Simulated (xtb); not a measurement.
Br₃Ga, charge -1, doublet, geometry from GFN2-xTB (such geometries of metal compounds can be far from the true shape) (a state made from the parent by changing its charge; the spin is typed, not shown lowest), atoms displaced at random by about 0.1 Å a coordinate; GFN2-xTB run with xtb.

Here is a job for xtb.
```
$ xtb mol.xyz --gfn 2 --chrg -1 --uhf 1 --opt --json

# file mol.xyz
4

Ga    -0.21040025    -0.58162213    -0.16276657
Br     2.39034710    -0.34804159    -0.62450210
Br    -0.91481549    -1.06604802     2.14621849
Br    -1.32285928     1.44062894    -1.27429047
```

The log (banner, timings and long lists left out):

```
   ID    Z sym.   atoms
    1   31 Ga     1
    2   35 Br     2-4

           -------------------------------------------------
          |                Calculation Setup                |
           -------------------------------------------------

           -------------------------------------------------
          |                 G F N 2 - x T B                 |
           -------------------------------------------------

          ...................................................
          :                      SETUP                      :
          :.................................................:
          :  # basis functions                  40          :
          :  # atomic orbitals                  36          :
          :  # shells                           12          :
          :  # electrons                        25          :
          :  max. iterations                   250          :
          :  Hamiltonian                  GFN2-xTB          :
          :  restarted?                      false          :
          :  GBSA solvation                  false          :
          :  PC potential                    false          :
          :  electronic temp.          300.0000000     K    :
          :  accuracy                    1.0000000          :
          :  -> integral cutoff          0.2500000E+02      :
          :  -> integral neglect         0.1000000E-07      :
          :  -> SCF convergence          0.1000000E-05 Eh   :
          :  -> wf. convergence          0.1000000E-03 e    :
          :  Broyden damping             0.4000000          :
          :  net charge                         -1          :
          :  unpaired electrons                  1          :
          ...................................................

 iter      E             dE          RMSdq      gap      omega  full diag
   1    -13.8914950 -0.138915E+02  0.960E+00    5.41       0.0  T
   2    -13.8965884 -0.509340E-02  0.529E+00    5.48       1.0  T
   3    -13.8989989 -0.241051E-02  0.325E+00    5.44       1.0  T
   4    -13.9004427 -0.144375E-02  0.167E+00    5.45       1.0  T
   5    -13.9007493 -0.306668E-03  0.570E-01    5.47       1.0  T
   6    -13.9008440 -0.947178E-04  0.283E-01    5.47       1.0  T
   7    -13.9008577 -0.136557E-04  0.781E-02    5.46       1.0  T
   8    -13.9008583 -0.568330E-06  0.296E-02    5.46       1.7  T
   9    -13.9008585 -0.243309E-06  0.266E-02    5.46       1.9  T
[...]
         :: total energy             -13.898818277973 Eh    ::
 * total energy  :   -13.8988183 Eh     change       -0.3870149E-10 Eh
 * total energy  :   -13.9001157 Eh     change       -0.1297423E-02 Eh
 * total energy  :   -13.9008778 Eh     change       -0.7621237E-03 Eh
 * total energy  :   -13.9011962 Eh     change       -0.3184031E-03 Eh
 * total energy  :   -13.9012947 Eh     change       -0.9846360E-04 Eh
 * total energy  :   -13.9012755 Eh     change        0.1921053E-04 Eh
 * total energy  :   -13.9013027 Eh     change       -0.2722298E-04 Eh
 * total energy  :   -13.9013051 Eh     change       -0.2435335E-05 Eh
   *** GEOMETRY OPTIMIZATION CONVERGED AFTER 8 ITERATIONS ***
         :: total energy             -13.901305139727 Eh    ::
[...]
        23                          0.1935837               5.2677
        24                          0.1936941               5.2707
       ...                                ...                  ...
        36                          1.8102850              49.2604
      -------------------------------------------------------------
                  HL-Gap            0.2415544 Eh            6.5730 eV
             Fermi-level           -0.1561150 Eh           -4.2481 eV

     #   Z          covCN         q      C6AA      α(0)
     1  31 Ga       2.369     0.029   218.053    33.115
     2  35 Br       0.790    -0.343   194.305    22.474
     3  35 Br       0.790    -0.342   194.296    22.473
     4  35 Br       0.790    -0.344   194.327    22.475

 Mol. C6AA /au·bohr⁶  :       3154.484817
 Mol. C8AA /au·bohr⁸  :     235216.927116
 Mol. α(0) /au        :        100.536843

Wiberg/Mayer (AO) data.
largest (>0.10) Wiberg bond orders for each atom

 ---------------------------------------------------------------------------
     #   Z sym  total        # sym  WBO       # sym  WBO       # sym  WBO
 ---------------------------------------------------------------------------
     1  31 Ga   2.922 --     3 Br   0.975     2 Br   0.974     4 Br   0.972
     2  35 Br   1.124 --     1 Ga   0.974
     3  35 Br   1.124 --     1 Ga   0.975
     4  35 Br   1.122 --     1 Ga   0.972
 ---------------------------------------------------------------------------

Topologies differ in total number of bonds
Writing topology from bond orders to xtbtopo.mol

molecular dipole:
                 x           y           z       tot (Debye)
 q only:       -0.101      -0.106      -0.290
   full:       -0.348      -0.799      -0.772       2.959
molecular quadrupole (traceless):
                xx          xy          yy          xz          yz          zz
 q only:       -3.871       3.392       4.446       2.310       6.583      -0.575
  q+dip:       -8.351       7.273       9.726       4.945      14.070      -1.375
   full:       -8.620       7.505      10.030       5.110      14.525      -1.410

optimized geometry written to: xtbopt.xyz

           -------------------------------------------------
          | TOTAL ENERGY              -13.901305139727 Eh   |
          | GRADIENT NORM               0.000355398091 Eh/α |
          | HOMO-LUMO GAP               6.573028864140 eV   |
           -------------------------------------------------

normal termination of xtb
```
